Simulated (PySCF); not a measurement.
CsF, SMILES [F][Cs]. Coordinates come from a PBE0-D3(BJ)/def2-TZVPD optimisation. The def2 effective core potentials stand for the cores of Cs; spin–orbit coupling is left out.

All values below come from PBE0-D3(BJ)/def2-TZVPD (PySCF 2.14.0).

Harmonic wavenumbers (cm⁻¹): 354. Rotational constants (GHz): 5.312 (linear); symmetry number 1.

Work out the zero-point energy and the ideal-gas rigid-rotor harmonic-oscillator thermochemistry at 298.15 K and 1 atm.

ZPE = ½ Σ hcν = ½ × 354 cm⁻¹ = 2.11 kJ/mol. H − E(el) = 11.73 kJ/mol. Entropy in J/(mol K): translation 171.39, rotation 67.05, vibration 4.81, total 243.26. G − E(el) = -60.80 kJ/mol. Cp = 35.66 J/(mol K).
